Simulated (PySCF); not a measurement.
One of the candidates below gave these computed data.

All candidates are C5H10OSi.

* Rotational structure: rotational constants A, B, C: 5.753, 0.856, 0.755 GHz [PBE0-D3(BJ)/def2-SVP]
* 13C NMR: chemical shifts (computed TMS as zero) by class: 150.5 (1 C), 141.4 (1 C), 121.1 (1 C), 120.5 (1 C), -4.0 (1 C) ppm [GIAO CAM-B3LYP/pcSseg-1]
* Polarisability: 101.2 au [wB97X-D/def2-SVPD]
* 1H NMR: chemical shifts (computed TMS as zero) by class: 6.97 (1 H), 6.17 (1 H), 5.17 (1 H), 5.16 (1 H), 5.12 (1 H), 4.84 (2 H), 0.46 (3 H) ppm [GIAO CAM-B3LYP/pcSseg-1]
* Triplet: lowest triplet excitation (Tamm–Dancoff): 3.08 eV [TDA wB97X-D/def2-SVPD]
* Valence photoelectron: vertical ionisation energy: 7.94 eV [ΔSCF wB97X-D/def2-SVPD]
* NMR, other nuclei: isotropic shieldings of nuclei other than C and H, by class: 230 (1 O), 351 (1 Si) ppm [GIAO CAM-B3LYP/pcSseg-1]

The electronic properties come from PySCF, for the isolated species, density fitting. Levels stand in brackets. The structure is a single PBE0-D3(BJ)/def2-SVP conformer in the gas phase; no vibrational or solvent corrections. NMR values are class means; diastereotopic atoms form classes of their own.

Question: Which candidate is it?
A. `C=C/C=C(\C)O[SiH3]`
B. `CC#C[Si@@H](O)CC`
C. `C=C/C=C\O[SiH2]C`
D. `C=C/C=C(/C)O[SiH3]`

Answer: C. It is `C=C/C=C\O[SiH2]C`. Numbering: `[CH2:1]=[CH:2]/[CH:3]=[CH:4]\[O:5][SiH2:6][CH3:7]`. Its formula, C5H10OSi, gives 2 degrees of unsaturation: 0 rings and 2 π bonds in the structure found. 5 carbons fall into 5 classes; from least to most shielded: vinylic carbon bearing oxygen [C4] (150.5 ppm), alkene CH carbon [C2] (141.4 ppm), terminal =CH2 carbon [C1] (121.1 ppm), alkene CH carbon [C3] (120.5 ppm), Si-methyl carbon [C7] (-4.0 ppm). Hydrogen classes from least to most shielded: 1 H on an alkene CH carbon, C2 (6.97 ppm), 1 H on a vinylic carbon bearing oxygen, C4 (6.17 ppm), 1 H on an alkene CH carbon, C3 (5.17 ppm), 1 H on a terminal =CH2 carbon, C1 (5.16 ppm), 1 H on a terminal =CH2 carbon, C1 (5.12 ppm), 2 H on an oxygen-bound silicon, Si6 (4.84 ppm), 3 H on an Si-methyl carbon, C7 (0.46 ppm, a mean of values up to 0.7 ppm apart in this geometry). The other shieldings belong to: 230 ppm, silyl ether oxygen [O5]; 351 ppm, oxygen-bound silicon [Si6]. The first electron is taken from the HOMO, whose largest Löwdin shares are 0.22 on an alkene CH carbon, 0.21 on the terminal =CH2 carbon, 0.20 on the vinylic carbon bearing oxygen and 0.14 on the silyl ether oxygen. The optimised geometry has point group Cs and is an asymmetric top.

The others, at the same levels:
- `C=C/C=C(\C)O[SiH3]` fails: its computed 13C shifts are 167.2 (1 C), 143.8 (1 C), 119.9 (1 C), 113.1 (1 C), 18.5 (1 C) ppm, 1H shifts are 6.40 (1 H), 5.16 (1 H), 5.10 (1 H), 5.02 (1 H), 4.78 (3 H), 1.91 (3 H) ppm and rotational constant A is 3.335 GHz (against 5.753 GHz).
- `C=C/C=C(/C)O[SiH3]` fails: its computed 13C shifts are 158.4 (1 C), 142.9 (1 C), 119.5 (1 C), 118.3 (1 C), 20.8 (1 C) ppm, 1H shifts are 6.85 (1 H), 5.15 (1 H), 5.07 (1 H), 5.02 (1 H), 4.90 (3 H), 1.94 (3 H) ppm and vertical ionisation energy is 7.76 eV (against 7.94 eV).
- `CC#C[Si@@H](O)CC` fails: its computed 13C shifts are 112.7 (1 C), 86.9 (1 C), 10.0 (1 C), 6.9 (1 C), 4.3 (1 C) ppm, 1H shifts are 4.77 (1 H), 1.87 (3 H), 1.20 (3 H), 0.81 (1 H), 0.80 (1 H), 0.27 (1 H) ppm and vertical ionisation energy is 9.62 eV (against 7.94 eV).

Each candidate is one conformer, not necessarily the lowest. The conformers computed, where there is a choice (atom-mapped SMILES and torsion angles):
- `[CH2:1]=[CH:2]/[CH:3]=[CH:4]\[O:5][SiH2:6][CH3:7]`: C1–C2–C3–C4 180°, C3–C4–O5–Si6 179°, C4–O5–Si6–C7 -179°
- `[CH2:1]=[CH:2]/[CH:3]=[C:4](\[CH3:5])[O:6][SiH3:7]`: C1–C2–C3–C4 179°, C3–C4–O6–Si7 -3°
- `[CH2:1]=[CH:2]/[CH:3]=[C:4](/[CH3:5])[O:6][SiH3:7]`: C1–C2–C3–C4 180°, C3–C4–O6–Si7 170°
- `[CH3:1][C:2]#[C:3][Si@@H:4]([OH:5])[CH2:6][CH3:7]`: C3–Si4–C6–C7 -59°, H–O5–Si4–C3 -45°
